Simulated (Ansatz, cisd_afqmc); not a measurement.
Species: SF₂, charge 0, singlet. SF2 (SMILES FSF).
B3LYP-D3(BJ)/def2-TZVP minimum from Ansatz (a program for electronic structure):
```
S
F 1 1.6052
F 1 1.6052 2 98.75
```

Total energies in cc-pV(D+d)Z, 20 correlated electrons, 7 frozen orbitals. Radicals and triplets start from unrestricted determinants; spin-orbit coupling is neglected. Correlated methods leave the cores frozen. No relativity. AFQMC is phaseless with a CISD trial state; ± is one standard error, without the phaseless bias. Outlying blocks are dropped, and bars are widened where a walk drifts. Over all cases where full CI ran beside it in this data, AFQMC minus full CI had a median of +0.1 mEh and passed +0.4 mEh in a tenth of the cases.

```csv
method,program,energy (Eh),minus CCSDT(Q) (mEh)
HF,Ansatz,-596.34174,534.61
MP2,Ansatz,-596.84589,30.46
CCSD,Ansatz,-596.86280,13.55
CCSD(T),Ansatz,-596.87419,2.16
CCSDT(Q),Ansatz,-596.87635,0.00
AFQMC/CISD,cisd_afqmc,-596.8758 ± 0.0003,0.5 ± 0.3
```

Rough core times of Ansatz's runs on a shared machine: CCSD(T) under 20 s, CCSDT(Q) 30 s.
